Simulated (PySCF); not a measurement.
Species: `[SiH3]CC1=C(C2CC2)[SiH2]C1`. The columns A, B, C and D hold Mulliken, IAO, Hirshfeld and ESP-fitted charges (e) of one PBE0/pcSseg-1 density (PySCF), in a shuffled order. Coordinates in Å (GFN2-xTB); the density's dipole moment is (0.19, -0.58, -0.13) D.

```
atom       x       y       z       A       B       C       D
 Si1   2.958  -0.243   0.727  +0.320  +0.514  +0.466  +0.614
  C2   1.856  -0.551  -0.804  -0.152  -0.395  -0.429  -0.543
  C3   0.659   0.317  -0.769  +0.007  -0.294  +0.321  +0.023
  C4  -0.566   0.120  -0.239  -0.100  -0.234  -0.391  -0.283
  C5  -1.110  -1.052   0.453  -0.048  -0.250  -0.039  -0.136
  C6  -2.577  -1.362   0.326  -0.090  -0.183  -0.384  -0.288
  C7  -2.040  -0.843   1.619  -0.090  -0.185  -0.219  -0.288
 Si8  -1.205   1.828  -0.712  +0.329  +0.659  +0.600  +0.720
  C9   0.616   1.723  -1.321  -0.169  -0.404  -0.651  -0.531
 H10   3.382   1.158   0.756  -0.076  -0.083  -0.109  -0.119
 H11   4.137  -1.108   0.634  -0.080  -0.091  -0.124  -0.121
 H12   2.193  -0.556   1.934  -0.075  -0.074  -0.116  -0.115
 H13   1.563  -1.602  -0.826  +0.046  +0.157  +0.116  +0.156
 H14   2.431  -0.347  -1.709  +0.047  +0.152  +0.148  +0.158
 H15  -0.434  -1.899   0.519  +0.043  +0.104  +0.159  +0.138
 H16  -2.881  -2.396   0.270  +0.048  +0.128  +0.161  +0.150
 H17  -3.173  -0.694  -0.278  +0.043  +0.129  +0.165  +0.145
 H18  -2.272   0.176   1.890  +0.043  +0.129  +0.125  +0.146
 H19  -1.970  -1.517   2.460  +0.048  +0.129  +0.117  +0.150
 H20  -2.229   1.929  -1.754  -0.078  -0.090  -0.128  -0.126
 H21  -1.473   2.794   0.354  -0.079  -0.090  -0.126  -0.127
 H22   0.789   1.766  -2.397  +0.031  +0.136  +0.164  +0.138
 H23   1.340   2.386  -0.849  +0.030  +0.136  +0.175  +0.137
```

Task: Which column most likely holds the ESP-fitted charges?

Result: C. Σ q r misses the density's dipole by 0.04 D (C), 0.55 D (A), 1.53 D (D), 2.33 D (B). Charges fitted to the outside potential are the only set here that is tied to the molecule's multipoles.

Task: And the Hirshfeld charges?

Result: A. The mean sizes are 0.090 e (A), 0.206 e (B), 0.233 e (D), 0.236 e (C), and Hirshfeld charges are commonly the smallest of these schemes.

As computed, A = Hirshfeld, B = Mulliken, C = ESP-fitted, D = IAO. Hydrogens on carbon: Hirshfeld +0.03 to +0.05, Mulliken +0.10 to +0.16, ESP-fitted +0.12 to +0.17, IAO +0.14 to +0.16 e.

The Hirshfeld scheme divides the density at each point in proportion to the densities of the neutral, spherically averaged free atoms. The Mulliken scheme counts on each atom the diagonal of the density matrix times the overlap matrix over that atom's basis functions.

Isolated species at its GFN2-xTB geometry (one conformer only).

Shape of the structure used: `[SiH3:1][CH2:2][C:3]1=[C:4]([CH:5]2[CH2:6][CH2:7]2)[SiH2:8][CH2:9]1`: Si1–C2–C3–C4 -90°, C3–C4–C5–C6 -148°.
